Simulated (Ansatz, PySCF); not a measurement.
Si(F)2 anion (F2Si), SMILES [Si](F)F (connectivity only; charge and spin as stated), charge -1, multiplicity 2. Atoms are numbered in the order given.

```xyz
3

Si     0.0000     0.0000     0.6290
F      0.0000     1.2582    -0.4917
F      0.0000    -1.2582    -0.4917
```
Charge -1, spin multiplicity 2.

Coordinates come from a PBE0-D3(BJ)/def2-TZVPD optimisation. The spin state was assumed, not searched. The isomer is the one that the SMILES or the coordinates give; other isomers of the formula were not compared.

Two levels are set side by side: PBE-D3(BJ)/def2-TZVPD (Ansatz, a quantum-chemistry and plane-wave program) and PBE0-D3(BJ)/def2-TZVPD (Ansatz). Each level has its own optimised geometry; the coordinates shown are those of the second. Frequencies come from the Hessian of PySCF at each geometry. Differences are taken from unrounded values.

```
quantity                            PBE0-D3(BJ)
----------------------------------  -----------
mean bond length (Å)                      1.685
bond Si1–F2 (Å)                           1.685
bond Si1–F3 (Å)                           1.685
highest harmonic wavenumber (cm⁻¹)          685
mean harmonic wavenumber (cm⁻¹)             552
zero-point energy (kcal/mol)               2.37
```

Problem. What does PBE-D3(BJ) give, and how far is it from PBE0-D3(BJ)? (The exact figures need the calculation; the answer reports its results.)

Solution. 
```
quantity                            PBE-D3(BJ)  PBE-D3(BJ) minus PBE0-D3(BJ)
----------------------------------  ----------  ----------------------------
mean bond length (Å)                     1.713                         0.028
bond Si1–F2 (Å)                          1.713                         0.028
bond Si1–F3 (Å)                          1.713                         0.028
highest harmonic wavenumber (cm⁻¹)         639                           -46
mean harmonic wavenumber (cm⁻¹)            514                           -38
zero-point energy (kcal/mol)              2.20                         -0.16
```

GGA bonds tend to be longer and softer than those of functionals with exact exchange. Differences between two approximate levels are no errors against the true value.
